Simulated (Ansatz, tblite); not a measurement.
MgnHm: vertical EA (eV) at several levels, gas phase, relaxed structures; Ansatz, xTB through tblite. Clusters are the lowest isomers that short searches found in that spin, judged at the geometry's level. Raw xTB energies of ions are shifted by several eV. Singlets are spin-restricted. The spins of the ions were chosen, not always searched. The structures are stationary points that may keep the symmetry of their start. Remarks come from the PBE and PBE0 runs and from stability tests at other levels; not every state was tested. A HOMO above zero means that the electron is unbound at that level and held by the basis, or that self-interaction error raises the level; the energy of removing that electron tells which.

| species | state | geometry | GFN2-xTB | PBE-D4/def2-TZVPD | r2SCAN-D4/def2-TZVPD | PBE0-D4/def2-TZVPD | remarks |
| --- | --- | --- | --- | --- | --- | --- | --- |
| Mg2H2 | singlet to doublet | PBE-D4/def2-TZVP | 2.60 | 0.51 | 0.53 | 0.49 | HOMO above zero (-1 doublet) |
| Mg2H4 | singlet to doublet | r2SCAN-D4/def2-TZVP | 3.58 | 0.64 | 0.58 | 0.57 | HOMO above zero (-1 doublet) |
| Mg4H3 | doublet to singlet | r2SCAN-D4/def2-TZVP | 4.54 | 1.68 | 1.58 | 1.66 | HOMO above zero (-1 singlet) |
| Mg3H4 | singlet to doublet | r2SCAN-D4/def2-TZVP | 3.59 | 0.96 | 0.95 | 0.93 | HOMO above zero (-1 doublet) |
| Mg3H6 | singlet to doublet | r2SCAN-D4/def2-TZVP | 4.18 | 0.77 | 0.68 | 0.73 | HOMO above zero (-1 doublet) |
| Mg4H6 | singlet to doublet | r2SCAN-D4/def2-SVP | 4.04 | 1.18 | 1.10 | 1.12 | restricted SCF unstable in HF, HOMO above zero (-1 doublet) |
| Mg4H8 | singlet to doublet | r2SCAN-D4/def2-SVP | 3.86 | 0.89 | 0.72 | 0.73 | HOMO above zero (-1 doublet) |

Over the 7 species that have every level, the mean is 3.77 at GFN2-xTB, 0.95 at PBE-D4/def2-TZVPD, 0.88 at r2SCAN-D4/def2-TZVPD, 0.89 at PBE0-D4/def2-TZVPD.
